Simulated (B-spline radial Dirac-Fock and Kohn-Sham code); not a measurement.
Dipole and non-dipole photoemission parameters of Co⁺ 3d5/2

System: cobalt as Co⁺, configuration [Ar] 3d8; threshold 16.59 eV (orbital energy of the model). Method: Dirac-Hartree-Slater photoionisation with a Latter tail; cross sections with all multipoles, angular parameters from the dipole term and its interference with E2. Computed with an atomic code on a B-spline grid.

```
hν (eV)    σ (kb)      β      γ      δ
     60      5330  0.458  0.007  0.013
     80      4330  0.634  0.012  0.015
    150      1740  0.987  0.038  0.021
    210       868  1.118  0.067  0.025
    693      30.2  1.160  0.334  0.055
   1000      8.88  1.052  0.454  0.074
   1130      5.81  1.008  0.493  0.083
   1160      5.30  0.998  0.501  0.085
 1253.6      4.03  0.969  0.526  0.091
   1340      3.17  0.944  0.547  0.097
   1590      1.71  0.878  0.597  0.113
   1610      1.63  0.873  0.601  0.115
   1890         ?      ?      ?      ?
   1970     0.774  0.796  0.660  0.138
   2270     0.453  0.743  0.702  0.157
   2700     0.232  0.681  0.753  0.183
   2800     0.202  0.669  0.764  0.189
   2970     0.160  0.649  0.782  0.199
 2984.4     0.157  0.647  0.783  0.200
   4000    0.0483  0.550  0.865  0.258
   4010    0.0478  0.550  0.865  0.259
   4110    0.0432  0.542  0.871  0.264
   5300    0.0150  0.465  0.925  0.326
   5580    0.0121  0.451  0.934  0.340
   6000   0.00891  0.431  0.945  0.360
   6790   0.00526  0.399  0.963  0.397
   7170   0.00416  0.386  0.969  0.414
   7600   0.00324  0.372  0.975  0.432
  12200  0.000409  0.277  1.006  0.611
  12700  0.000342  0.270  1.008  0.628
```

Q: Give the values at 1890 eV.

A: σ = 0.903 kb, β = 0.811, γ = 0.648, δ = 0.133.
